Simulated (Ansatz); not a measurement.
C12H23NSi⁺, that is Si(vinyl)3(NiPr2) with one electron fewer, relaxed as a doublet with UKS r2SCAN-D4/def2-SVP in Ansatz, starting from the r2SCAN-D4/def2-SVP geometry of the neutral singlet. Force threshold 0.03 eV/Å.

Start:

```xyz
37

Si    0.8538   -0.3595    0.4946
C     2.3215    0.7677    0.1658
C     3.1468    1.1950    1.1354
H     2.5656    1.0643   -0.8649
H     2.9865    0.9283    2.1876
H     4.0229    1.8208    0.9220
C     0.6350   -0.5452    2.3512
C     1.0504   -1.6100    3.0562
H     0.1604    0.2829    2.9012
H     1.5322   -2.4662    2.5662
H     0.9304   -1.6784    4.1451
C     1.2566   -2.0551   -0.2183
C     2.4533   -2.4137   -0.7119
H     0.4503   -2.8053   -0.2511
H     3.3055   -1.7217   -0.7070
H     2.6423   -3.4086   -1.1356
N    -0.6424    0.2861   -0.1472
C    -1.8959   -0.2969    0.3567
C    -2.8510    0.7722    0.8970
C    -2.5891   -1.2109   -0.6614
C    -0.7535    1.1491   -1.3318
C    -0.3113    2.5864   -1.0428
C    -0.0461    0.5632   -2.5580
H    -1.6129   -0.9337    1.2165
H    -3.1880    1.4541    0.0983
H    -3.7500    0.3104    1.3367
H    -2.3541    1.3767    1.6716
H    -2.9327   -0.6486   -1.5457
H    -1.9040   -2.0002   -1.0085
H    -3.4744   -1.6929   -0.2156
H    -1.8279    1.1958   -1.5848
H     0.7576    2.6308   -0.7821
H    -0.8773    2.9974   -0.1927
H    -0.4762    3.2355   -1.9190
H    -0.2029    1.1962   -3.4470
H     1.0415    0.4815   -2.3983
H    -0.4226   -0.4475   -2.7784
```

Q: Estimate the energy that the relaxation releases and the steps that it takes.

A: 35.8 kJ/mol, in 17 steps; 82 s on 2 threads of AMD EPYC 7R13 on a shared host and a share (18 GiB) of an NVIDIA H100 80GB HBM3. The force fell under the threshold at step 16, but the optimiser went on. No frequencies were taken in this run, so the end may be a saddle point.

Q: Does the start keep its bonding and symmetry?

A: By distances, no bond broke or formed. The bond that changes most is Si1–N17, from 1.75 to 1.87 Å (atoms count from 1).

Q: Predict the relaxed structure.

A: 
```xyz
37

Si    1.020   -0.350    0.560
C     2.454    0.698    0.034
C     3.259    1.275    0.945
H     2.729    0.798   -1.025
H     3.067    1.205    2.023
H     4.152    1.838    0.651
C     0.670   -0.214    2.380
C     0.723   -1.273    3.206
H     0.462    0.776    2.811
H     0.942   -2.285    2.844
H     0.563   -1.172    4.286
C     1.122   -2.103   -0.061
C     2.173   -2.543   -0.777
H     0.320   -2.815    0.179
H     3.011   -1.891   -1.048
H     2.247   -3.585   -1.108
N    -0.589    0.194   -0.226
C    -1.785   -0.521    0.237
C    -2.736    0.453    0.949
C    -2.461   -1.282   -0.908
C    -0.755    1.193   -1.279
C    -0.295    2.570   -0.785
C    -0.025    0.744   -2.553
H    -1.436   -1.249    0.988
H    -3.144    1.209    0.261
H    -3.578   -0.126    1.355
H    -2.234    0.960    1.786
H    -2.892   -0.609   -1.665
H    -1.759   -1.971   -1.400
H    -3.285   -1.876   -0.485
H    -1.832    1.248   -1.505
H     0.786    2.594   -0.588
H    -0.830    2.865    0.130
H    -0.521    3.311   -1.566
H    -0.233    1.476   -3.347
H     1.064    0.702   -2.408
H    -0.375   -0.242   -2.889
```
Bond lengths: 7 × C–C 1.34 to 1.54 Å; 3 × C–Si 1.85 to 1.86 Å; 2 × C–N 1.46 to 1.47 Å; 1 × N–Si 1.87 Å; 23 × C–H 1.10 Å.
